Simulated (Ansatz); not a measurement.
CHO, doublet, at a GFN2-xTB geometry. Base run: CAM-B3LYP/def2-SVP run with Ansatz (an electronic-structure program).

Geometry (Å):
```xyz
3

C      0.0508     0.5856     0.0113
O      0.0658    -0.5941    -0.0134
H     -0.8312     1.2394     0.0392
```
Charge 0, spin multiplicity 2.
Orbitals are unrestricted.
All else is at Ansatz's defaults.
Base energy -113.71767 Eh.

Each row names what was changed in the base input (with any setting that the change needs).

| change | ΔE vs base (kcal/mol) |
|---|---|
| base | 0.000 |
| final_grid = 14, 28, 59 | 0.000 |
| final_grid = 4, 8, 17 | 0.091 |
| accuracy = high | 0.000 |
| point_charge = charge:1.0 position_ang:1.9728, 1.4582, 3.2394 | -1.20 |
| fitting.mean_field = cc-pVTZ-JKFIT | -0.015 |
| lower_state_search = full | 0.000 |
| final_grid = 6, 12, 29 | 0.001 |
| point_charge = charge:0.5 position_ang:0.4546, 4.3914, -0.2539 | 1.48 |
| final_grid = 10, 20, 41 | 0.000 |
| point_charge = charge:-1.0 position_ang:2.449, -2.0344, -1.7772 | 4.61 |
